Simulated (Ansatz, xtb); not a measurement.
Relative energy of two isomers of C4H4N2OS

Structure I is `CC(=O)c1ncsn1`, a singlet and structure II is `CC(=O)c1cnsn1`, a singlet. Both are isolated molecules in the gas phase, relaxed with PBE-D3(BJ)/def2-SVP; each stands in its lowest conformer found.

I (Å):

```xyz
12

C    -1.9477    0.1720    0.6419
C    -1.6568   -1.2890    0.3861
C    -0.2511   -1.6187   -0.0714
C     1.3662   -2.9397   -0.7055
N     0.1137   -2.9193   -0.3288
N     0.6449   -0.6441   -0.2280
O    -2.4777   -2.1783    0.5283
S     2.0761   -1.3405   -0.7350
H    -2.9974    0.2838    0.9660
H    -1.2593    0.5730    1.4133
H    -1.7587    0.7693   -0.2731
H     1.9239   -3.8500   -0.9756
```

II (Å):

```json
{"atom": "C", "x (Å)": "-1.6469", "y (Å)": "-0.1262", "z (Å)": "1.2200"}
{"atom": "C", "x (Å)": "-1.0734", "y (Å)": "-1.4667", "z (Å)": "0.8308"}
{"atom": "C", "x (Å)": "-0.1703", "y (Å)": "-1.4993", "z (Å)": "-0.3685"}
{"atom": "C", "x (Å)": "0.4555", "y (Å)": "-2.6958", "z (Å)": "-0.8701"}
{"atom": "N", "x (Å)": "1.2152", "y (Å)": "-2.5082", "z (Å)": "-1.9395"}
{"atom": "N", "x (Å)": "0.1239", "y (Å)": "-0.4016", "z (Å)": "-1.0702"}
{"atom": "O", "x (Å)": "-1.3047", "y (Å)": "-2.5068", "z (Å)": "1.4338"}
{"atom": "S", "x (Å)": "1.1395", "y (Å)": "-0.8757", "z (Å)": "-2.2962"}
{"atom": "H", "x (Å)": "-2.2926", "y (Å)": "-0.2432", "z (Å)": "2.1082"}
{"atom": "H", "x (Å)": "-2.2223", "y (Å)": "0.3039", "z (Å)": "0.3750"}
{"atom": "H", "x (Å)": "-0.8289", "y (Å)": "0.5937", "z (Å)": "1.4274"}
{"atom": "H", "x (Å)": "0.3349", "y (Å)": "-3.6957", "z (Å)": "-0.4282"}
```

Problem. Which of the two would you expect CCSD(T)/def2-SVP + ΔMP2/def2-TZVPP electronic energies to favour?

Solution. Too close to call at this level: CCSD(T)/def2-SVP + ΔMP2/def2-TZVPP gives E(II) − E(I) = −0.15 kcal/mol.

Level by level:

```tsv
level	geometry	E(II) − E(I) (kcal/mol)	departure from the last row (kcal/mol)	job, with rough time for the two
GFN2-xTB	GFN2-xTB	+0.47	+0.62	optimisation, 0.15 s
HF/STO-3G	GFN2-xTB	+4.35	+4.49	single point, 0.4 s
r2SCAN-D4/def2-SVP	GFN2-xTB	+2.73	+2.88	single point, 3.8 s
PBE-D3(BJ)/def2-SVP	PBE-D3(BJ)/def2-SVP	+2.06	+2.21	optimisation, 22 s
HF/def2-SVP	PBE-D3(BJ)/def2-SVP	+5.65	+5.80	part of the CCSD(T) run
MP2/def2-SVP	PBE-D3(BJ)/def2-SVP	+1.66	+1.80	part of the CCSD(T) run
CCSD(T)/def2-SVP	PBE-D3(BJ)/def2-SVP	+2.94	+3.09	single point
CCSD(T)/def2-SVP + ΔMP2/def2-TZVPP	PBE-D3(BJ)/def2-SVP	−0.15		single point, 76 s
```

As drawn, II has 1 C∷C, 1 N∷S in place of 1 C∷N, 1 C∷S (∷ is an aromatic bond).

The largest departure from CCSD(T)/def2-SVP + ΔMP2/def2-TZVPP is that of HF/def2-SVP, 5.80 kcal/mol. The last row adds to CCSD(T) the change of the MP2 difference between the two basis sets, here −3.09 kcal/mol, a large step that makes the value less sure.

With thermal terms from frequencies at re-optimised GFN2-xTB minima (ideal gas, soft modes damped towards free rotors, one conformer each, 298.15 K, 1 atm): the zero-point term adds +0.07 kcal/mol; ΔH is −0.12 and ΔG −0.07 kcal/mol.

The correlated steps freeze 12 core orbitals. Run with Ansatz 0.2.0, xtb 6.7.1; the last row on 4 threads of Arm Neoverse V1 on a shared host.
